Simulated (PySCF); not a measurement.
MoOCl₄, SMILES [O]=[Mo]([Cl])([Cl])([Cl])[Cl], multiplicity 1. Atoms are numbered in the order given.

```xyz
6

Mo     0.0000     0.0000     0.2747
O      0.0000     0.0000     1.9540
Cl     0.0000     0.0000    -2.1167
Cl    -1.9609    -1.1322     0.1729
Cl     0.0000     2.2643     0.1729
Cl     1.9609    -1.1322     0.1729
```

Coordinates come from a B3LYP-D3(BJ)/def2-SVP optimisation. The spin state was assumed, not searched. The isomer is the one that the SMILES or the coordinates give; other isomers of the formula were not compared. The def2 effective core potentials stand for the cores of Mo; spin–orbit coupling is left out.

Level of theory: PySCF with PBE0/def2-TZVP.

ESP charges are fitted to the potential on shells at 1.4 to 2.0 van der Waals radii. Atomic charges (e):

```json
[
 {"atom": "Mo1", "ESP fit": "0.33", "Mulliken": "1.26"},
 {"atom": "O2", "ESP fit": "-0.18", "Mulliken": "-0.34"},
 {"atom": "Cl3", "ESP fit": "-0.23", "Mulliken": "-0.28"},
 {"atom": "Cl4", "ESP fit": "0.03", "Mulliken": "-0.21"},
 {"atom": "Cl5", "ESP fit": "0.03", "Mulliken": "-0.21"},
 {"atom": "Cl6", "ESP fit": "0.03", "Mulliken": "-0.21"}
]
```
